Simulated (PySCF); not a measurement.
How methods differ on the excitation energy of P+

P+ [Ne] 3s2 3p2 (3P) → P+ [Ne] 3s2 3p1 4s1 (3P), as a difference of total energies. All numbers are calculated (PySCF 2.14, no relativity, point nucleus, in aug-cc-pwCVTZ). Correlated levels: nothing frozen. The calculations carry no spin-orbit coupling.

| method | excitation energy (eV) | error (eV) |
| --- | --- | --- |
| UHF | 10.529 | -0.211 |
| MP2 (all electrons) | 10.710 | -0.030 |
| SCS-MP2 (all electrons) | 10.680 | -0.060 |
| CCSD (all electrons) | 10.727 | -0.013 |
| CCSD(T) (all electrons) | 10.724 | -0.016 |

Reference: 10.740 eV (measured; NIST levels, between the centres of gravity of the two terms).

Errors of the correlated levels include the incompleteness of this basis.
